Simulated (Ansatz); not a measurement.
Abstraction of Br: C3H7Br + BCl2 → C3H7 + BBrCl2

Species: C3H7Br `CC(C)Br`, singlet; BCl2 `Cl[B]Cl`, doublet; C3H7 (methylethyl) `C[CH]C`, doublet; BBrCl2 (bromodichloroborane) `ClB(Cl)Br`, singlet. A radical takes Br: the energy is the difference in strength between the C–Br bond broken and the B–Br bond made.

Shapes, held fixed at every level: PBE0-D4/def2-TZVP. Programs: Ansatz 0.2.0. The zero-point and thermal change to 298 K, harmonic and unscaled (PBE0-D4/def2-TZVP), is -6.9 kJ/mol.

| level | kind | ΔH(298 K) (kJ/mol) | less CCSD(T)/def2-TZVPP |
| --- | --- | --- | --- |
| BHLYP-D4/def2-TZVPP | global hybrid | -133.7 | -14.1 |
| PBE0-D4/def2-TZVPP | global hybrid | -128.1 | -8.5 |
| r2SCAN0-D4/def2-TZVPP | global hybrid | -131.7 | -12.1 |
| wB97M-V/def2-TZVPP | range-separated hybrid | -131.6 | -12.0 |
| wB97X-V/def2-TZVPP | range-separated hybrid | -127.1 | -7.5 |
| B2PLYP/def2-TZVPP | double hybrid | -126.1 | -6.5 |
| CCSD(T)/def2-TZVPP | coupled cluster or CI | -119.6 | 0.0 |

The highest level, CCSD(T)/def2-TZVPP, gives ΔH(298 K) = -119.6 kJ/mol; the levels span -133.7 to -119.6. The column of differences is taken from that level and isn't an error. No measured value is set beside it here. Open shells run unrestricted. Relativity is left out for Br. Outer-core shells of Br are correlated in most correlated rows, in sets that cover them unevenly. CCSD(T)/def2-TZVPP lies outside the range of all other levels here, so it shouldn't be taken on trust.
